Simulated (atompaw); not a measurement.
PBEsol PAW (atompaw) dataset for Se, scalar-relativistic all-electron reference.

atompaw 4.2.0.5 was run on this input:

```
Se 34
GGA-PBESOL scalarrelativistic loggrid 1500 logderivrange -3 5 201
4 4 3 0 0 0
4 1 4
0 0 0
c
c
c
v
c
c
v
c
2
2.35 1.90 1.55 1.25
y
-0.25
n
y
0.6
n
y
-0.15
y
2.35
n
custom rrkj gramschmidtortho besselshape
3 0 troulliermartins
2.35
2.35
2.35
2.20
2.35
2.35
PWSCFOUT
UPFDX 0.0125d0 UPFXMIN -7.d0 UPFZMESH 34.d0
END
```

Command:

```bash
atompaw < Se.input > Se.log
```

Resulting log (summary file):

```
Completed calculations for Se (AE)

 Exchange-correlation type: GGA, Perdew-Burke-Ernzerhof modified (PBEsol)

 Radial integration grid is logarithmic
 r0 =   2.4881001E-04 h =   8.4595402E-03   n =      1500 rmax =   8.0000000E+01

 Scalar relativistic calculation

 AEatom converged in  50 iterations
   nz     =  34.00
   delta  =       5.523721037061E-17

 All Electron Orbital energies:
  n  l      occupancy      energy
  1  0      2.0000000E+00 -9.1839058E+02
  2  0      2.0000000E+00 -1.1803580E+02
  3  0      2.0000000E+00 -1.5661848E+01
  4  0      2.0000000E+00 -1.2709404E+00
  2  1      6.0000000E+00 -1.0384866E+02
  3  1      6.0000000E+00 -1.1227302E+01
  4  1      4.0000000E+00 -4.7850140E-01
  3  2      1.0000000E+01 -3.9042266E+00

 Total energy
   Total                    :    -4856.60444275858481

 ---
 Completed calculations for Se (SC)

 Exchange-correlation type: GGA, Perdew-Burke-Ernzerhof modified (PBEsol)

 Radial integration grid is logarithmic
 r0 =   2.4881001E-04 h =   8.4595402E-03   n =      1500 rmax =   8.0000000E+01

 Scalar relativistic calculation

 SCatom converged in   2 iterations
   nz     =  34.00
   delta  =       5.075659080509E-18

 Valence Electron Orbital energies:
  n  l      occupancy      energy
   4  0      2.0000000E+00 -1.2709404E+00
   4  1      4.0000000E+00 -4.7850140E-01

 Total energy
   Total                    :    -4856.60444275776717
   Valence                  :     -185.68261052299704

 PAW parameters:
       lmax =            2
         rc =    2.3696826389904957
        irc =         1084
   rc_shape =    1.9017645448821698
    rc_vloc =    1.5522783379763911
    rc_core =    1.2563334165551387
   Vloc: Norm-conserving Troullier-Martins with l= 3;e=   0.0000E+00
   Projector type: RRKJ pseudization + Gram-Schmidt ortho.
   Bessel compensation charge shape zeroed at   1.9018E+00

 Number of basis functions     6
 No.   n  nodes  l      Energy         Cp coeff         Occ
  1    4    3    0   -0.1270940E+01  0.1000000E+01  0.2000000E+01
  2  999    4    0   -0.2500000E+00  0.1997123E-02  0.0000000E+00
  3    4    2    1   -0.4785014E+00  0.1000000E+01  0.4000000E+01
  4  999    3    1    0.6000000E+00  0.5884364E-02  0.0000000E+00
  5  999    1    2   -0.1500000E+00  0.1000000E+01  0.0000000E+00
  6  999    2    2    0.2350000E+01  0.1349443E+00  0.0000000E+00

 Eigenvalues of overlap operator (in the basis of projectors):
    1        5.87094443E-04
    2        1.04673141E-02
    3        8.51645761E-02
    4        3.05320062E-01
    5        3.53276987E+00
    6        1.93561478E+01

 Orbital leakage outside PAW augmentation regions
   orb  is_core?  %out_of_sphere
   1 0    T           0.00
   2 0    T           0.00
   3 0    T           0.00
   4 0    F          17.82
   2 1    T          -0.00
   3 1    T           0.00
   4 1    F          39.82
   3 2    T           0.06

 Summary of PAW energies
   Total valence energy     :   -185.68262594770735
   Smooth energy            :      2.30208435654677
   One center               :   -187.98471030425412
   Smooth kinetic           :      7.54827097239697
   Vloc energy              :     -5.61458523045318
   Smooth exch-corr         :    -13.00372878242982
   One-center xc            :   -159.22490428092570
```

The run took about 7.3 s on one core of a shared server CPU.
